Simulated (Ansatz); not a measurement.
CH7OPSi, SMILES CO[SiH2]P.

Geometry: B3LYP-D3(BJ)/def2-SVP. The values are those of a single conformer.

Two levels are set side by side: PBE/def2-SVPD (Ansatz, a program for electronic structure) and PBE0/def2-SVPD (Ansatz). Energy differences of separate SCF runs at the same geometry; the states with an electron removed or added have multiplicity 2 and 2. Differences are taken from unrounded values.

```
quantity                           PBE0   PBE  PBE minus PBE0
---------------------------------  ----  ----  --------------
vertical ionisation energy (eV)    9.37  9.05           -0.32
vertical singlet–triplet gap (eV)  5.45  5.19           -0.26
```
